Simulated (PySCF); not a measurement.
**Correlation energy of O⁺ (oxygen, charge +1)**

[He] 2s2 2p3, high-spin 4S determinant. All numbers are calculated (PySCF 2.14, scalar relativity by spin-free X2C-1e, in x2c-TZVPall (5s3p2d1f, 31 functions)). Frozen: 1s2; 5 electrons correlated.

MP2 pair energies summed by pair of shells (mhartree):

| pair | energy | share (%) |
| --- | --- | --- |
| 2s-2p | -63.24 | 65.8 |
| 2p-2p | -23.12 | 24.0 |
| 2s-2s | -9.77 | 10.2 |

Total MP2 correlation energy: -96.12 mhartree.

Same-spin part -28.39 and opposite-spin part -67.73 mhartree; SCS-MP2 scales them by 1/3 and 6/5 to -90.74 mhartree.

```tsv
level	correlation energy (mhartree)
CCSD	-111.40
(T)	-1.55
CCSD(T)	-112.95
```

Diagnostics: T1 = 0.0041, D1 = 0.0088, largest double amplitude 0.036.

Cost of the coupled-cluster step: 0.38 s of wall time on 1 thread of AMD EPYC 7R43 64-Core Processor (shared host), for 5 correlated electrons.
